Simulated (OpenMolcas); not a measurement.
## Fe2+: moving or changing the point charges

Fe2+ among 6 point charges of -2.2 e arranged as an octahedron (Oh), 2.1 Å from the ion.
```
   2.1000    0.0000    0.0000  -2.20
   0.0000    2.1000    0.0000  -2.20
  -2.1000    0.0000    0.0000  -2.20
   0.0000   -2.1000    0.0000  -2.20
   0.0000    0.0000    2.1000  -2.20
   0.0000    0.0000   -2.1000  -2.20
```

| Item | Value |
| --- | --- |
| Program | OpenMolcas 26.06 |
| Method | CASSCF |
| Basis | ANO-RCC-VDZP [5s4p2d1f] |
| Scalar Hamiltonian | DKH2, point nucleus |
| Active space | 6 electrons in 5 orbitals (3d) |
| State averaging | 2S+1 = 5 even, 5 roots; 2S+1 = 3 even, 45 roots; 2S+1 = 1 even, 50 roots |
| Spin-orbit coupling | RASSI with atomic mean-field integrals over the reference wave functions |

Runs around this geometry, states (labels of O, the rotations of Oh). Energies in cm-1 above the lowest state or level, χT in cm3 K/mol; under a threefold ground state the first gap can be a small split of the lowest multiplet, not the spin-orbit step.

```
R (Å)  q (e)  Ground state  First state of that spin  First gap with spin-orbit (degeneracies)  χT at 300 K  First state of another spin
  2.1  -1.43           5T2                   5E 3850                              184.6 (3, 2)        4.264                    3T1 20840
  2.1   -2.2           5T2                   5E 5942                              189.1 (3, 2)        4.164                    3T1 19755
 2.27   -2.2           5T2                   5E 4208                              185.9 (3, 2)        4.241                    3T1 20726
```

Taking the first state of the same spin as R^-n, n = -ln(4208 / 5942) / ln(2.27 / 2.1) = 4.4 between the shortest and longest distance.

Scaling the charges by -1.43 / -2.2 = 0.65 scales the first state of the same spin by 3850 / 5942 = 0.65; with fixed orbitals a first-order splitting would follow the charge.

An orbital triplet at a regular site is open to Jahn-Teller coupling, which can distort the site and quench the lowest spin-orbit gaps and is left out. Without dynamic correlation the repulsion within the d shell is too large (B by tens of per cent), so at a given field states of lower spin stand too high. The ground term spreads over less than 5000 cm-1, several times less than with real ligands, so orbital moments are less quenched and χT lies further from the spin-only value than at real sites (holds for R = 2.1, q = -1.43; R = 2.27, q = -2.2). Point charges carry no covalency, so the field is a model and not that of real ligands. No measured value stands beside these numbers.
